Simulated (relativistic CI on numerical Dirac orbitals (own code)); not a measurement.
# Ni4+: 3s photoemission

Computed with this model: Dirac-Coulomb-Breit CI, KLI orbitals optimised for each configuration, QED by a radiative potential, valence Slater integrals scaled by 0.9, multiplet model of photoemission in the sudden approximation; configurations [Ar] 3d6 → [Ne] 3s 3p6 3d6; 300 K; Lorentzian 1.5 eV and Gaussian 0.6 eV FWHM. Energies are those of the free ion, without screening or charge transfer. The energies are binding energies and can lie tens of eV above those of solids. Without intra-shell correlation the exchange splitting of an s hole comes out too large, often by half or more. S is read from ⟨S²⟩ = S(S + 1).

free ion: ground-state S = 2.00, centroid 194.70 eV. Peaks (eV, height): 189.4 (100), 202.6 (66).

Strongest unbroadened transitions for free ion:

```
Energy (eV)  Relative strength
     189.45              100.0
     189.53                0.2
     189.56                8.0
     196.08                0.0
     196.12                0.1
     197.82                0.0
     201.48                0.0
     202.46                0.1
     202.57               70.4
     202.59                0.2
     202.60                0.5
     202.70                0.0
     204.00                0.5
     204.49                0.0
```
